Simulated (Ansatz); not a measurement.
Gas-phase electronic energies from Ansatz, PBE0-D4/def2-TZVP geometries. CCSD(T)/CBS is the MP2 limit (def2-TZVPP, def2-QZVPP) plus CCSD(T) − MP2 in def2-TZVPP, frozen cores. Functionals use def2-TZVPP. One conformer a species, not always the lowest.

`O[SiH](O)[SiH2]Cl` + `C=CCC=O` → `O[SiH2][SiH2]Cl` + `C=C(O)CC=O`  (formal exchange of groups at the Si–O bond)

`O[SiH](O)[SiH2]Cl`:

```xyz
10

O    -0.286   -2.014   -0.048
Si    0.160   -0.547    0.523
O    -0.923   -0.089    1.673
Si    0.116    0.915   -1.307
Cl    0.521    2.786   -0.504
H    -0.380   -2.737    0.575
H     1.522   -0.576    1.135
H    -0.681    0.635    2.253
H     1.160    0.636   -2.326
H    -1.208    0.991   -1.973
```

`C=CCC=O`:

```xyz
11

C    -0.970    0.294    1.542
C    -0.341    0.643    0.430
C     0.765   -0.144   -0.195
C     0.413   -0.598   -1.588
O     0.556   -1.716   -1.994
H    -1.770    0.899    1.951
H    -0.704   -0.607    2.085
H    -0.640    1.553   -0.087
H     1.654    0.496   -0.299
H     1.040   -1.014    0.402
H    -0.002    0.196   -2.249
```

`O[SiH2][SiH2]Cl`:

Z-matrix (Å, degrees):
```
Si
Si 1 2.349
O 1 1.649 2 108.5
H 1 1.490 2 108.1 3 121.9
H 1 1.483 2 112.3 3 -117.8
Cl 2 2.078 1 104.0 3 -42.4
H 2 1.485 1 114.2 3 73.8
H 2 1.485 1 114.4 3 -159.7
H 3 0.960 1 116.5 2 44.0
```

`C=C(O)CC=O`:

Cartesian coordinates in Å:
```
C 0.889 1.408 0.527
C -0.139 0.636 0.191
O -1.358 0.667 0.790
C -0.100 -0.408 -0.875
C -0.116 -1.804 -0.298
O 0.546 -2.706 -0.727
H 1.833 1.315 0.010
H 0.815 2.149 1.315
H -1.342 1.303 1.512
H -1.002 -0.309 -1.494
H 0.774 -0.300 -1.515
H -0.799 -1.951 0.564
```

| level | ΔE (eV) |
| --- | --- |
| PBE | 1.37 |
| MP2/def2-QZVPP | 1.65 |

(1) What does CCSD(T)/CBS give? (An estimate is asked.)

Largest T1 diagnostic among the species: 0.014.

Answers

(1) The calculation gave: +1.61 eV. The listed levels differ from it by -0.24, 0.04 eV.

From PBE to PBE0 (25 % exact exchange), in def2-TZVPP and without D4, ΔE moves by +0.07 eV. In def2-TZVPP, CCSD(T) changes the Hartree–Fock value by −0.10 eV (the triples alone add −0.03 eV) and MP2 by −0.05 eV.
